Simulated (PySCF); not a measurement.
# [Gd(H2S)2]3+: from a saddle point downhill

PySCF 2.14.0, RKS BP86, Gd lcecp-1-SVP with ECP53, S def2-SVP, H def2-SVP; non-relativistic Hamiltonian with scalar-relativistic core potentials where named; density fitting; no spin-orbit coupling. Relaxed within the symmetry of its start, the geometry (C2h) is

```xyz
7

Gd    0.0000    0.0000    0.0000
S     0.0000    0.0165    2.8666
H     1.0443    0.7411    3.4136
H    -1.0443    0.7411    3.4136
S     0.0000   -0.0165   -2.8666
H     1.0443   -0.7411   -3.4136
H    -1.0443   -0.7411   -3.4136
```

and its lowest harmonic modes are -164, -75, -34, 171, 180, 256 cm⁻¹ (negative: unstable). It was moved along the lowest mode and relaxed again, within the group C2 that the move left.

**Question.** Where does it end, and how much lower?

**Answer.** In C2, 0.379 eV lower, after 52 steps:
```xyz
7

Gd   -1.3599    0.0000    0.0000
S     0.4109    0.1416    2.2064
H     0.9146    1.4300    2.2871
H    -0.3474    0.1869    3.3660
S     0.4109   -0.1416   -2.2064
H     0.9146   -1.4300   -2.2871
H    -0.3474   -0.1869   -3.3660
```

**Question.** How do the contacts change?

**Answer.** 
| contact | saddle (Å) | end (Å) |
| --- | --- | --- |
| Gd1–S2 (H2S) | 2.867 | 2.833 |
| Gd1–S5 (H2S) | 2.867 | 2.833 |


**Question.** Is the end a minimum?

**Answer.** Probably not: 1 of the modes stay unstable (below −25 cm⁻¹), though so soft as to be near the noise; lowest modes -39, 29, 83, 202, 206, 404 cm⁻¹.

An lcecp potential fixes the number of 4f electrons, so in runs with it no electron can move into or out of that shell.

State: singlet in the valence, with the 4f electrons in the core potential.
